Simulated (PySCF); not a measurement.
## Two-dimensional NMR puzzle

Compound of formula C6H12FNSi. Correlations simulated from computed shifts and the bond graph:

HSQC (one-bond C–H):
```
  δH     δC
8.04  170.7
6.26  139.0
5.96   89.9
5.61  139.0
3.50   43.3
2.18   29.6
```

COSY cross peaks (H two or three bonds apart, from the bond graph; peaks can be absent where the dihedral angle is near 90°):
```
  δH    δH
8.04  5.96
6.26  5.61
5.96  4.43
5.96  4.33
4.43  4.33
```

HMBC (two and three bonds, from the bond graph):
```
  δH                               δC
8.04                       89.9, 43.3
6.26                      146.8, 29.6
5.96                     170.7, 146.8
5.61                      146.8, 29.6
4.43  170.7, 146.8, 139.0, 89.9, 29.6
4.33  170.7, 146.8, 139.0, 89.9, 29.6
3.50                            170.7
2.18                     146.8, 139.0
```

Carbons without hydrogens: δ 146.8.

[PySCF: GIAO PBE0/pcSseg-1 shieldings; GFN2-xTB geometry; one conformer; no solvent model; rapidly exchanging positions averaged; non-relativistic Hamiltonian]

Shifts are taken against calculated references (same method and geometry level): ¹H, ¹³C against TMS.

Exchangeable hydrogens are left out of these lists.

**Question.** Assemble the structure.

**Answer.** `C=C(C)[SiH2][C@@H](F)/C=N\C`.

Structure with atom numbers: `[CH2:1]=[C:2]([CH3:3])[SiH2:4][C@@H:5]([F:6])/[CH:7]=[N:8]\[CH3:9]`. Each H is labelled by its parent atom. Ha(C1) is cis to C3; Ha(Si4) is pro-R; Hb(Si4) is pro-S; Hb(C1) is trans to C3.

1. δC 170.7 is C7, a C=N carbon (δH 8.04).
2. δC 146.8 is C2, a fully substituted alkene carbon.
3. δC 139.0 is C1, a terminal =CH2 carbon (δH 6.26, 5.61).
4. δC 89.9 is C5, an sp3 CH bonded to F and Si (δH 5.96).
5. δC 43.3 is C9, a methyl carbon bonded to N (δH 3.50).
6. δC 29.6 is C3, an allylic methyl carbon (δH 2.18).
7. HMBC from δH 6.26 reaches the proton-free carbon C2.
8. HMBC from δH 5.96 reaches the proton-free carbon C2.
9. HMBC from δH 5.61 reaches the proton-free carbon C2.
10. HMBC from δH 4.43 reaches the proton-free carbon C2.
11. COSY links 8.04–5.96, 6.26–5.61, 5.96–4.43, 5.96–4.33, 4.43–4.33.

The data come from this structure; uniqueness wasn't tested.

Shifts are as computed. Against solution values, carbons near 30 ppm lie about +3 ppm off and those near 130 ppm about +5 ppm. Of 1211 compounds with measured shifts, 218 miss one by over three times the rms of a fit or turn the order of signals round; such compounds aren't used in these exercises.
